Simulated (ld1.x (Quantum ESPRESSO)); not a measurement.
u(r) = r·R(r): atom against pseudo-atom (germanium (Ge))

Columns: radius, all-electron u(r) and pseudo u(r) of the 4p shell (level -4.25 eV) of germanium in the configuration [Ar] 3d10 4s1.5 4p2.5; PBEsol, scalar-relativistic, PAW scheme, ld1.x (Quantum ESPRESSO) 7.5.

| r (bohr) | all-electron | pseudo |
| --- | --- | --- |
| 0.108 | 0.1525 | 0.0056 |
| 0.215 | 0.0185 | 0.0219 |
| 0.322 | -0.1628 | 0.0483 |
| 0.430 | -0.2486 | 0.0837 |
| 0.538 | -0.2377 | 0.1264 |
| 0.645 | -0.1673 | 0.1740 |
| 0.752 | -0.0685 | 0.2250 |
| 0.860 | 0.0399 | 0.2778 |
| 0.968 | 0.1454 | 0.3302 |
| 1.075 | 0.2411 | 0.3801 |
| 1.182 | 0.3255 | 0.4266 |
| 1.290 | 0.3984 | 0.4692 |
| 1.398 | 0.4594 | 0.5068 |
| 1.505 | 0.5087 | 0.5388 |
| 1.612 | 0.5480 | 0.5657 |
| 1.720 | 0.5786 | 0.5877 |
| 1.828 | 0.6011 | 0.6050 |
| 1.935 | 0.6164 | 0.6175 |
| 2.042 | 0.6256 | 0.6257 |
| 2.150 | 0.6295 | 0.6295 |
| 2.258 | 0.6289 | 0.6289 |
| 2.365 | 0.6245 | 0.6245 |
| 2.472 | 0.6169 | 0.6169 |
| 2.580 | 0.6067 | 0.6067 |
| 2.688 | 0.5942 | 0.5942 |
| 2.795 | 0.5800 | 0.5800 |

(1) How many radial nodes do the two functions have?

(2) At about which radius was the pseudo-wave matched?

(3) Is the pseudo-wave norm-conserving?

Results:

(1) The all-electron 4p function has n − l − 1 = 2; the pseudo-wave has 0, since the states of the same l below it are removed with the core.

(2) 2.15 bohr. The columns agree to 0.0005 from 2.04 bohr on; several derivatives are matched, so the curves merge somewhat inside the radius.

(3) No, it belongs to a PAW set: the norm inside the radius is not constrained, and the difference is carried by the augmentation charge.
